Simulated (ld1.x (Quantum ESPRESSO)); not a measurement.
## Cutoff test, rhodium (Rh), TM

```json
{
 "Element": "rhodium (Rh)",
 "Generator": "ld1.x (Quantum ESPRESSO) 7.5",
 "Type": "norm-conserving Troullier–Martins (Kleinman–Bylander form)",
 "Functional": "PBE",
 "Relativity": "fully relativistic",
 "Frozen core": "[Ar] 3d10",
 "Valence charge": "17",
 "Reference configuration": "4s2 4p6 4d8 5s0.5 5p0.5",
 "Partial waves": "4s (bound): rc 1.00 bohr; 4p (bound): rc 1.65 bohr; 4d (bound): rc 1.80 bohr",
 "Local potential": "the d channel",
 "Core correction": "none"
}
```

Open shells are filled in proportion to 2j + 1 (rel_dist='average').

Occupied shells without a wave of their own: 5p, 5s. They enter only through the test configuration that unscreens the potential.

The pseudo-atom Hamiltonian at the reference potential is diagonalised in spherical Bessel functions j_l(qr) that vanish at 20 bohr, with q² up to the cutoff. All-electron valence levels (Ry): 4s -6.1279, 5s -0.3626, 4p1/2 -3.9695, 5p1/2 -0.1035, 4p3/2 -3.6833, 5p3/2 -0.0948, 4d3/2 -0.5208, 4d5/2 -0.4918.

Question: How do the lowest levels (Ry) of each channel move with the cutoff, and are there ghosts?

Answer:

```csv
cutoff (Ry),s #1,s #2,p1/2 #1,p1/2 #2,p3/2 #1,p3/2 #2,d3/2 #1,d3/2 #2,d5/2 #1,f #1,Σ f·Δε (mRy)
8,-5.1173,-0.2838,-2.4804,-0.0558,-2.3979,-0.0545,0.0200,0.0836,0.0200,0.0851,14368.6
21,-5.4630,-0.3044,-3.8921,-0.0979,-3.6324,-0.0912,-0.2788,0.0346,-0.2788,0.0851,3495.4
45,-6.0572,-0.3501,-3.9681,-0.1033,-3.6818,-0.0948,-0.4965,0.0328,-0.4965,0.0851,190.7
90,-6.1031,-0.3553,-3.9691,-0.1033,-3.6829,-0.0948,-0.5013,0.0328,-0.5013,0.0851,51.3
160,-6.1263,-0.3579,-3.9691,-0.1033,-3.6829,-0.0948,-0.5014,0.0328,-0.5014,0.0851,3.3
300,-6.1278,-0.3581,-3.9691,-0.1033,-3.6829,-0.0948,-0.5014,0.0328,-0.5014,0.0851,0.1
400,-6.1279,-0.3581,-3.9691,-0.1033,-3.6829,-0.0948,-0.5014,0.0328,-0.5014,0.0851,0.0
```

Result: no extra level below or beside the all-electron valence levels (s, p1/2, p3/2, d3/2, d5/2, f tested); 10 mRy is reached at 120 Ry and 1 mRy at 230 Ry.
